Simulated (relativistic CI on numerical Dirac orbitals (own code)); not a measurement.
## Mn4+: 3p photoemission

Computed with this model: Dirac-Coulomb-Breit CI, KLI orbitals optimised for each configuration, model QED, valence Slater integrals scaled by 0.8, multiplet model of photoemission in the sudden approximation; configurations [Ar] 3d3 → [Ne] 3s2 3p5 3d3; 300 K; Lorentzian 1.12 eV and Gaussian 0.6 eV FWHM. Energies are those of the free ion, without screening or charge transfer. The energies are binding energies and can lie tens of eV above those of solids. S is read from ⟨S²⟩ = S(S + 1).

Field parameters in Wybourne normalisation: D3d B²₀ = −7Dσ, B⁴₀ = −14Dq − 21Dτ, B⁴₃ = −14√(10/7) Dq. The field is a parameter set, without covalency.

free ion: ground-state S = 1.50, centroid 122.06 eV. Peaks (eV, height): 117.4 (99), 119.0 (100), 123.0 (42), 129.4 (12), 135.8 (29), 139.4 (20).

D3d, 10Dq = 21350, Dσ = -1200, Dτ = -40 cm⁻¹: ground-state S = 1.50, centroid 122.06 eV. Peaks (eV, height): 117.8 (100), 120.0 (37), 124.8 (23), 133.6 (8), 138.6 (17).

Strongest unbroadened transitions for free ion:

```tsv
Energy (eV)	Relative strength
116.60	25.4
116.64	48.5
116.66	53.0
116.68	23.7
117.47	24.1
117.51	66.6
117.52	100.0
118.82	30.6
118.97	18.2
119.01	82.3
119.04	79.4
119.61	76.7
120.29	15.3
122.43	17.1
123.11	56.2
129.40	25.1
135.72	63.1
139.36	39.0
```
